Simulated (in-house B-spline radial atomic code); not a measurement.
A calculation on Rb⁷⁺: its settings, and results tabulated from the run. Level of theory: scalar-relativistic (X2C) PBEsol, spin-polarised, spherical fractional occupations, Fermi nucleus of rms radius 4.2036 fm; calculated with a radial B-spline atomic code at the basis-set limit.

Command:
```bash
python run_scf.py task.json out
```
Settings (nuclear radius in fm, mass in u):
```
Z                37
configuration    [Ar] 3d10 4s2
hamiltonian      x2c
method           pbesol
spin_polarised   True
nucleus          fermi
rms_radius       4.2036
atomic_mass      84.91179
speed_of_light   137.035999084
```

Output (hartree, bohr):
```
 radial grid: 66 intervals, B-splines of order 8, outer radius 13.5065 bohr

 iter        energy (Eh)    residual
    1       -2948.292731    9.59e-01
    2       -2956.984631    8.42e-01
    3       -2964.735523    1.47e-01
    4       -2965.033684    2.56e-02
    5       -2965.038395    1.44e-02
    6       -2965.041103    2.35e-03
    7       -2965.041166    3.36e-05
    8       -2965.041166    1.58e-06
    9       -2965.041166    1.44e-08

 total energy                     -2965.04117
 kinetic                            3049.4452
 electron-nucleus                  -7039.1136
 Hartree                            1120.6420
 exchange-correlation                -96.0147

 orbital      occ     eigenvalue          <r>       <r^2>       <1/r>       r_max
 1s up      1.000      -555.5804    0.0398717  0.00215336     38.8429     0.02578
 1s down    1.000      -555.5804    0.0398717  0.00215336     38.8429     0.02578
 2s up      1.000       -77.7761     0.177561   0.0372348     8.60109      0.1496
 2s down    1.000       -77.7761     0.177561   0.0372348     8.60109      0.1496
 2p up      3.000       -69.4533     0.154937     0.02938     8.25802      0.1194
 2p down    3.000       -69.4533     0.154937     0.02938     8.25802      0.1194
 3s up      1.000       -14.9419     0.509194    0.297734     2.84731      0.4508
 3s down    1.000       -14.9419     0.509194    0.297734     2.84731      0.4508
 3p up      3.000       -12.2646     0.516247    0.311125     2.67109      0.4459
 3p down    3.000       -12.2646     0.516247    0.311125     2.67109      0.4459
 3d up      5.000        -7.8248     0.517277    0.325455     2.41411      0.3911
 3d down    5.000        -7.8248     0.517277    0.325455     2.41411      0.3911
 4s up      1.000        -4.6111      1.27448     1.82437     1.06981       1.175
 4s down    1.000        -4.6111      1.27448     1.82437     1.06981       1.175
```

Run time, properties included: 0.25 s on 1 thread of Intel(R) Xeon(R) Platinum 8488C, with other jobs on the host.

One-electron X2C: radii and densities carry no picture-change correction, so inner-shell <1/r> comes out high (for 1s by about 2 % at Z = 33, 5 % at 54, 10 % at 75, 30 % at 118) and <r> low.
